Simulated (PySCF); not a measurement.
Magnetic shielding above rings: a mixed set.

NICS is the negative of the GIAO shielding at a point without a nucleus: at the ring centre (0) and 1 Å above and below it (1); zz is the component along the ring normal. Level: GIAO PBE0/pcSseg-1 (PySCF, non-relativistic, gas phase) on the GFN2-xTB geometries, one conformer each. Atom numbers follow the mapped SMILES.

Task: Order these rings by mean NICS(1)zz, lowest (most negative) first (ppm).
A. ring N2–C3–C4–N5–P7 in `[CH3:1][N:2]1[CH2:3][CH2:4][N:5]([CH3:6])[P:7]1[NH2:8]`
B. ring C3–C4–N5–C6–N7 in `[F:1][SiH2:2][c:3]1[cH:4][nH:5][cH:6][n:7]1`
C. ring C3–C4–C5–C6–S7 in `[CH3:1][O:2][c:3]1[cH:4][cH:5][cH:6][s:7]1`
D. ring C3–C4–C5–C6–O7 in `[SH:1][CH2:2][c:3]1[cH:4][cH:5][cH:6][o:7]1`
E. ring C1–C2–C3–P4–C5–C6 in `[CH2:1]1[CH2:2][CH2:3][PH2+:4][CH2:5][CH2:6]1` (charge +1)
F. ring C2–C6–C7 in `[CH3:1][C@@:2]1([C:3]([NH2:4])=[O:5])[CH:6]=[C:7]1[CH2:8][C:9]#[N:10]`

Result: B (-32.2), D (-26.1), C (-24.4), F (-17.5), A (-2.2), E (3.9).

```json
{"SMILES": "F[SiH2]c1c[nH]cn1", "ring": "5-membered ring with 2 N; formal bonds all aromatic", "NICS(0)": "-13.3", "NICS(1)": "-11.7", "NICS(1)zz": "-32.2", "HOMA": "0.91", "rms pucker (Å)": "0.00", "ring atoms with four or more neighbours": "0"}
{"SMILES": "SCc1ccco1", "ring": "5-membered ring with O; formal bonds all aromatic", "NICS(0)": "-12.1", "NICS(1)": "-10.3", "NICS(1)zz": "-26.1", "HOMA": "0.46", "rms pucker (Å)": "0.00", "ring atoms with four or more neighbours": "0"}
{"SMILES": "COc1cccs1", "ring": "5-membered ring with S; formal bonds all aromatic", "NICS(0)": "-13.1", "NICS(1)": "-10.6", "NICS(1)zz": "-24.4", "HOMA": "0.75", "rms pucker (Å)": "0.00", "ring atoms with four or more neighbours": "0"}
{"SMILES": "C[C@@]1(C(N)=O)C=C1CC#N", "ring": "3-membered carbocycle; formal bonds 1 double, 2 single", "NICS(0)": "-32.6", "NICS(1)": "-7.3", "NICS(1)zz": "-17.5", "HOMA": "–", "rms pucker (Å)": "0.00", "ring atoms with four or more neighbours": "1"}
{"SMILES": "CN1CCN(C)P1N", "ring": "5-membered ring with 2 N and P; formal bonds all single", "NICS(0)": "-8.1", "NICS(1)": "-3.5", "NICS(1)zz": "-2.2", "HOMA": "–", "rms pucker (Å)": "0.19", "ring atoms with four or more neighbours": "2"}
{"SMILES": "C1CC[PH2+]CC1", "ring": "6-membered ring with P; formal bonds all single", "NICS(0)": "-2.1", "NICS(1)": "-2.1", "NICS(1)zz": "3.9", "HOMA": "–", "rms pucker (Å)": "0.26", "ring atoms with four or more neighbours": "6"}
```

NICS(0) gives another order. The isotropic NICS(1) gives another order. HOMA uses Krygowski's 1993 parameters; it is left out where a ring has a four-coordinate atom, a triple bond, no multiple bond or a kind of bond without parameters. NICS(1) and NICS(1)zz are means over the two faces.
